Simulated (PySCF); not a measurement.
**A survey of ³³S NMR shifts**

PySCF 2.14.0 with density-fitted response routines calculation with geometry from GFN2-xTB and shieldings: GIAO PBE0/pcSseg-1; no solvent, averaged over atoms made equivalent by symmetry, fast rotation or ring inversion, a single conformation, non-relativistic Hamiltonian.

Shieldings were converted by a linear fit to measured shifts: ³³S (scatter 33.3 ppm rms vs sulfate, solution or neat liquid). Occasional misses reach two or three times the rms, and more in compound classes unlike the fitted ones.

(1) Give the ³³S shifts of `Cc1csc(S(=O)(=O)Cl)c1[SiH3]`, `Cc1c([SiH3])csc1S(=O)(=O)Cl`.

(2) Order these by ³³S shift, lowest first.
A. CN(C)c1coc(=O)s1
B. N#CC(F)=C=S
C. C[S@@](=O)c1cc(N)co1

Answers

(1) 
```json
{"compound": "[CH3:1][c:2]1[cH:3][s:4][c:5]([S:6](=[O:7])(=[O:8])[Cl:9])[c:10]1[SiH3:11]", "environment": "S6: sulfonyl sulfur", "δ (ppm)": "-14"}
{"compound": "[CH3:1][c:2]1[cH:3][s:4][c:5]([S:6](=[O:7])(=[O:8])[Cl:9])[c:10]1[SiH3:11]", "environment": "S4: aromatic ring sulfur", "δ (ppm)": "-82"}
{"compound": "[CH3:1][c:2]1[c:3]([SiH3:4])[cH:5][s:6][c:7]1[S:8](=[O:9])(=[O:10])[Cl:11]", "environment": "S8: sulfonyl sulfur", "δ (ppm)": "-20"}
{"compound": "[CH3:1][c:2]1[c:3]([SiH3:4])[cH:5][s:6][c:7]1[S:8](=[O:9])(=[O:10])[Cl:11]", "environment": "S6: aromatic ring sulfur", "δ (ppm)": "-67"}
```

(2) A (-194 ppm, ring sulfur), C (-9 ppm, sulfoxide sulfur), B (540 ppm, thione sulfur).
